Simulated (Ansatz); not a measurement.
Geometry optimisation, RKS PBE-D4/def2-SVP (Ansatz 0.2.0).

Input:

```yaml
crystal:
  periodic: [false, false, false]
  atoms:
    - { symbol: B, position_ang: [0.053918, -0.571257, -0.265664] }
    - { symbol: F, position_ang: [-0.336748, 0.406612, 2.023832] }
    - { symbol: H, position_ang: [1.05432, 0.104685, -0.39487] }
    - { symbol: C, position_ang: [-1.339346, -0.089434, -0.792314] }
    - { symbol: H, position_ang: [-2.206201, -0.722468, -0.517167] }
    - { symbol: H, position_ang: [-1.546983, 0.964966, -0.513646] }
    - { symbol: H, position_ang: [-1.279248, -0.089658, -1.907475] }
    - { symbol: P, position_ang: [0.30504, -2.294701, 0.521546] }
    - { symbol: H, position_ang: [-0.602726, -3.118998, -0.218002] }
    - { symbol: H, position_ang: [1.538463, -2.736144, -0.050747] }
    - { symbol: H, position_ang: [-0.209589, -0.469003, 2.321207] }
basis:
  gaussian: { orbitals: def2-SVP }
hamiltonian:
  xc: pbe
  dispersion: d4
relax:
  f_tol: 0.03
  max_steps: 50
```

Launched with:

```bash
$ ansatz run input.yaml --threads 2 --pin off --max-ram 3072MiB --backend cpu --events-out ev --progress --plain --runs-dir out
```

Where does it end, and by what steps?

It converged. After 10 steps the energy has fallen by 0.049 eV; H11 moved furthest, 0.31 Å.

```
step  energy less start (eV)  largest force component (eV/Å)  accepted
   0                  0.0000                           0.528       yes
   1                 -0.0318                           0.639       yes
   2                 -0.0329                           0.256       yes
   3                 -0.0462                           0.114       yes
   4                 -0.0473                           0.074       yes
   5                 -0.0447                           0.351        no
   6                 -0.0488                           0.044       yes
   7                 -0.0490                           0.065       yes
   8                 -0.0487                           0.079        no
   9                 -0.0492                           0.039       yes
  10                 -0.0493                           0.016       yes
```

```xyz
11
Properties=species:S:1:pos:R:3
B 0.030 -0.501 -0.234
F -0.308 0.252 2.058
H 1.034 0.174 -0.364
C -1.354 -0.055 -0.810
H -2.227 -0.642 -0.465
H -1.552 1.026 -0.661
H -1.280 -0.202 -1.914
P 0.291 -2.223 0.571
H -0.614 -3.083 -0.127
H 1.532 -2.680 0.032
H -0.122 -0.682 2.120
```

Whether the end is a true minimum wasn't checked by a vibrational analysis.

Run time: 8.1 s on 2 threads of AMD EPYC 9R45 96-Core Processor (Zen 5), with other jobs on the host, peak memory 0.17 GiB.
